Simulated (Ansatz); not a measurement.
Computed with Ansatz on PBE0-D4/def2-TZVP structures; ΔE is electronic, products minus reactants. CCSD(T)/CBS is the MP2 limit (def2-TZVPP, def2-QZVPP) plus CCSD(T) − MP2 in def2-TZVPP, frozen cores. Functionals use def2-TZVPP. B3LYP here is the variant with VWN-RPA as its local correlation; programs differ in this. One conformer a species, not always the lowest.

Consider the isomerisation: `N#COBO` → `OB1N=CO1`.

`N#COBO`:

Cartesian coordinates in Å:
```
N 2.371 1.565 0.229
C 1.635 0.683 0.131
O 0.862 -0.335 0.023
B -0.526 -0.196 -0.041
O -1.186 -1.353 -0.152
H -1.018 0.889 0.006
H -2.139 -1.252 -0.196
```

`OB1N=CO1`:

Cartesian coordinates in Å:
```
O -0.263 1.065 1.468
B -0.058 0.323 0.387
N -0.275 -1.093 -0.039
C 0.248 -0.593 -1.090
O 0.518 0.749 -0.858
H -0.663 0.574 2.192
H 0.494 -1.024 -2.060
```

```tsv
level	ΔE (kJ/mol)	difference from CCSD(T)/CBS
revPBE-D4	-12.0	-9.4
PBE0-D4	-18.6	-16.0
r2SCANh-D4	-13.1	-10.5
BHLYP-D4	4.2	6.8
PBE0	-17.8	-15.2
B3LYP	9.7	12.3
BHLYP	5.4	8.0
CAM-B3LYP	3.4	6.0
LC-ωPBE	-19.9	-17.3
CCSD/def2-SVP	9.4	12.0
HF/def2-TZVPP	19.7	22.3
MP2/def2-TZVPP	4.3	6.9
SCS-MP2/def2-TZVPP	12.6	15.2
CCSD(T)/def2-TZVPP	2.5	5.1
MP2/def2-QZVPP	1.2	3.8
HF/CBS(def2)	18.9	21.5
CCSD(T)/CBS	-2.6	0
```

Largest T1 diagnostic among the species: 0.015.

From r2SCAN to r2SCAN0 (25 % exact exchange), in def2-TZVPP and without D4, ΔE moves by −4.9 kJ/mol. At CCSD(T), def2-SVP lies +9.9 kJ/mol from the extrapolated value and def2-TZVPP +5.1 kJ/mol.
